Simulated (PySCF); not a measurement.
# Where the electron goes

C₇H₁₀FP.
Structure used (PBE0-D3(BJ)/def2-SVP), in Å, numbered top down from 1:
```
atom  x, y, z in Å
F1    -0.4913    2.5443   -0.7580
C2    -0.8408    1.3294   -0.3457
C3    -1.9283    0.6804   -0.7721
C4    -2.0870   -0.7064   -0.2251
C5    -1.1491   -0.8410    0.9872
P6     0.2183    0.4231    0.8586
C7     1.3720   -0.3753   -0.3241
C8     2.7019    0.2908   -0.5616
C9     2.6415   -0.9806    0.2175
H10   -2.6204    1.1114   -1.5006
H11   -1.8414   -1.4485   -1.0074
H12   -3.1313   -0.9133    0.0624
H13   -0.7282   -1.8499    1.1058
H14   -1.6954   -0.6081    1.9149
H15    0.9157   -0.8722   -1.1882
H16    2.9106    1.2186   -0.0202
H17    3.1022    0.2653   -1.5781
H18    3.0016   -1.9003   -0.2512
H19    2.8110   -0.9289    1.2972
```

The calculation used TDDFT B3LYP/def2-SVPD, vertical, gas phase, core orbitals frozen in the response (PySCF 2.14.0, density-fitted response routines).

Kohn–Sham orbitals with the atoms that hold most of them (Löwdin shares over 4%, at most four atoms; ? is withheld):

```json
{"orbital": "HOMO-3", "ε (eV)": "-8.44", "atoms": "C9 26%, C8 22%, C7 14%, P6 9%"}
{"orbital": "HOMO-2", "ε (eV)": "-8.09", "atoms": "C7 26%, C8 18%, C9 12%, C5 10%"}
{"orbital": "HOMO-1", "ε (eV)": "-7.26", "atoms": "?"}
{"orbital": "HOMO", "ε (eV)": "?", "atoms": "?"}
{"orbital": "LUMO", "ε (eV)": "-0.24", "atoms": "C3 28%, C2 27%, P6 12%, F1 6%"}
{"orbital": "LUMO+1", "ε (eV)": "0.31", "atoms": "P6 15%, C5 12%, H13 9%, C4 9%"}
{"orbital": "LUMO+2", "ε (eV)": "0.50", "atoms": "P6 13%, H15 10%, C8 8%, H17 8%"}
```

Give the leading atoms of the HOMO-1.

P6 (bonded to 3 C) 24%; C2 (bonded to C, F and P) 18%; C3 (bonded to 2 C and H) 16%; F1 (bonded to C) 9%. By element: carbon 35% or more, phosphorus 24%, fluorine 9%.

Give the leading atoms of the HOMO.

P6 (bonded to 3 C) 37%; C3 (bonded to 2 C and H) 16%; C2 (bonded to C, F and P) 15%; C7 (bonded to 2 C, P and H) 9%. By element: carbon 41% or more, phosphorus 37%.

What is the HOMO energy, and the HOMO–LUMO gap?

ε(HOMO) = -6.39 eV; the gap is 6.16 eV (0.2262 hartree).

How does S1 compare with the orbital gap of 6.16 eV?

S1 is at 5.39 eV (f = 0.101), 0.77 eV below the gap, made of HOMO→LUMO (86%), HOMO-1→LUMO (11%). Without the coupling terms of the response equations the lowest excitation would equal the gap.

Give energy, strength and leading configuration of S1, S2 and S8, and follow the Löwdin shares of the leading atoms from the occupied to the empty orbital.

- S1 (5.39 eV, f 0.101), HOMO→LUMO (86%): P6 37% → 12%, C3 16% → 28%, C2 15% → 27%
- S2 (5.85 eV, f 0.015), HOMO→LUMO+1 (95%): P6 37% → 15%, C3 16% → at most 9%, C5 at most 10% → 12%
- S8 (6.83 eV, f 0.0064), HOMO-2→LUMO (78%): C7 26% → at most 7%, C8 18% → at most 7%, C3 at most 11% → 28%, C2 at most 11% → 27%

Löwdin shares depend on the basis, the more so with diffuse functions.

The run took 3.0 min of wall time on one thread of an Arm Neoverse V2, on a shared host, and the process peaked at 1.1 GiB of memory.

One conformer stands for the species.
